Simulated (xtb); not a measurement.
GeI$_{2}$, triplet, geometry from GFN2-xTB (the spin is typed, not shown lowest); GFN1-xTB (xtb).

Input for xtb:
```
$ xtb mol.xyz --gfn 1 --uhf 2 --opt --json

# file mol.xyz
3

Ge     0.00237481    -0.01051805     1.11980350
I      1.09910959    -1.87847454    -0.35806022
I     -1.10054344     1.88482506    -0.31804755
```

### Question
Write the output that xtb gives for this input, abridged.

### Answer

```
   ID    Z sym.   atoms
    1   32 Ge     1
    2   53 I      2, 3

           -------------------------------------------------
          |                Calculation Setup                |
           -------------------------------------------------

           -------------------------------------------------
          |                 G F N 1 - x T B                 |
           -------------------------------------------------

          ...................................................
          :                      SETUP                      :
          :.................................................:
          :  # basis functions                  30          :
          :  # atomic orbitals                  27          :
          :  # shells                            9          :
          :  # electrons                        18          :
          :  # halogen bonds                     0          :
          :  max. iterations                   250          :
          :  Hamiltonian                  GFN1-xTB          :
          :  restarted?                      false          :
          :  GBSA solvation                  false          :
          :  PC potential                    false          :
          :  electronic temp.          300.0000000     K    :
          :  accuracy                    1.0000000          :
          :  -> integral cutoff          0.2500000E+02      :
          :  -> integral neglect         0.1000000E-07      :
          :  -> SCF convergence          0.1000000E-05 Eh   :
          :  -> wf. convergence          0.2000000E-04 e    :
          :  Broyden damping             0.4000000          :
          :  net charge                          0          :
          :  unpaired electrons                  2          :
          ...................................................

 iter      E             dE          RMSdq      gap      omega  full diag
   1     -9.0487034 -0.904870E+01  0.138E+01    2.49       0.0  T
   2     -8.1443280  0.904375E+00  0.124E+01    1.52       1.0  T
   3     -9.5391329 -0.139480E+01  0.324E+00    1.74       1.0  T
   4     -9.5814473 -0.423144E-01  0.124E+00    1.87       1.0  T
   5     -9.5848381 -0.339080E-02  0.404E-01    1.99       1.0  T
   6     -9.5846877  0.150406E-03  0.289E-01    1.97       1.0  T
   7     -9.5850623 -0.374598E-03  0.848E-02    1.95       1.0  T
   8     -9.5851138 -0.515054E-04  0.164E-02    1.95       3.5  T
   9     -9.5851143 -0.538676E-06  0.111E-02    1.96       5.2  T
  10     -9.5851150 -0.710226E-06  0.332E-04    1.96     174.0  T
  11     -9.5851150 -0.558497E-09  0.303E-06    1.96   19034.0  T
  12     -9.5851150  0.344613E-12  0.840E-06    1.96    6869.9  T

   *** convergence criteria satisfied after 12 iterations ***

 transition dipole moment (au) for excitation:           9          10
     X       Y       Z
   0.4065   0.2376   0.0014  total (au/Debye):    0.471   1.197
 dE (eV)             :    2.387
 oscillator strength :  0.18331E-01

         :::::::::::::::::::::::::::::::::::::::::::::::::::::
         ::                     SUMMARY                     ::
         :::::::::::::::::::::::::::::::::::::::::::::::::::::
         :: total energy              -9.578267791184 Eh    ::
         :: gradient norm              0.048521774649 Eh/a0 ::
         :: HOMO-LUMO gap              1.955853953812 eV    ::
         ::.................................................::
         :: SCC energy                -9.585115047626 Eh    ::
         :: -> electrostatic           0.000670869313 Eh    ::
         :: repulsion energy           0.008319550085 Eh    ::
         :: dispersion energy         -0.001472293642 Eh    ::
         :: halogen bond corr.         0.000000000000 Eh    ::
         :: add. restraining           0.000000000000 Eh    ::
         :: total charge              -0.000000000000 e     ::
         :::::::::::::::::::::::::::::::::::::::::::::::::::::

[...]
 * total energy  :    -9.5782678 Eh     change       -0.4050094E-12 Eh
 * total energy  :    -9.5419795 Eh     change        0.3628830E-01 Eh
 * total energy  :    -9.5850059 Eh     change       -0.4302640E-01 Eh
 * total energy  :    -9.5848510 Eh     change        0.1549199E-03 Eh
 * total energy  :    -9.5851630 Eh     change       -0.3119964E-03 Eh
 * total energy  :    -9.5851634 Eh     change       -0.4346304E-06 Eh
   *** GEOMETRY OPTIMIZATION CONVERGED AFTER 6 ITERATIONS ***
         :: total energy              -9.585163401624 Eh    ::
[...]
         :: SCC energy                -9.602764951517 Eh    ::
         :: -> electrostatic           0.000867682336 Eh    ::
         :: repulsion energy           0.019083171074 Eh    ::
         :: dispersion energy         -0.001481621181 Eh    ::
         :: halogen bond corr.         0.000000000000 Eh    ::
         :: add. restraining           0.000000000000 Eh    ::
         :: total charge              -0.000000000000 e     ::
         :::::::::::::::::::::::::::::::::::::::::::::::::::::

           -------------------------------------------------
          |                Property Printout                |
           -------------------------------------------------

    * Orbital Energies and Occupations

         #    Occupation            Energy/Eh            Energy/eV
      -------------------------------------------------------------
         1        2.0000           -0.8821284             -24.0039
         2        2.0000           -0.8815671             -23.9887
         3        2.0000           -0.5394719             -14.6798
         4        2.0000           -0.4607928             -12.5388
         5        2.0000           -0.4445959             -12.0981
         6        2.0000           -0.4392067             -11.9514
         7        2.0000           -0.4344887             -11.8230
         8        2.0000           -0.4221214             -11.4865
         9        1.0000           -0.3643635              -9.9148
        10        1.0000           -0.2824092              -7.6847 (HOMO)
        11                         -0.2029468              -5.5225 (LUMO)
        12                         -0.1646165              -4.4794
        13                         -0.1074488              -2.9238
        14                         -0.1069741              -2.9109
        15                         -0.0859231              -2.3381
        16                         -0.0747551              -2.0342
        17                         -0.0669887              -1.8229
        18                         -0.0567627              -1.5446
        19                         -0.0504988              -1.3741
        20                         -0.0363944              -0.9903
        21                         -0.0054767              -0.1490
       ...                                ...                  ...
        27                          0.3500906               9.5264
      -------------------------------------------------------------
                  HL-Gap            0.0794624 Eh            2.1623 eV
             Fermi-level           -0.3179602 Eh           -8.6521 eV

  Mulliken/CM5 charges         n(s)   n(p)   n(d)
     1Ge    0.01728 -0.06071   1.495  1.977  0.511
     2I    -0.00864  0.03036   2.039  4.914  0.056
     3I    -0.00864  0.03035   2.039  4.914  0.056

Wiberg/Mayer (AO) data.
largest (>0.10) Wiberg bond orders for each atom

 ---------------------------------------------------------------------------
     #   Z sym  total        # sym  WBO       # sym  WBO       # sym  WBO
 ---------------------------------------------------------------------------
     1  32 Ge   3.000 --     2 I    1.500     3 I    1.500
     2  53 I    1.605 --     1 Ge   1.500     3 I    0.105
     3  53 I    1.605 --     1 Ge   1.500     2 I    0.105
 ---------------------------------------------------------------------------

Topologies differ in total number of bonds
Writing topology from bond orders to xtbtopo.mol

 dipole moment from electron density (au)
     X       Y       Z
   0.0008  -0.0034   0.3606  total (Debye):    0.917

optimized geometry written to: xtbopt.xyz

           -------------------------------------------------
          | TOTAL ENERGY               -9.585163401624 Eh   |
          | GRADIENT NORM               0.000064397991 Eh/α |
          | HOMO-LUMO GAP               2.162281904362 eV   |
           -------------------------------------------------

normal termination of xtb
```
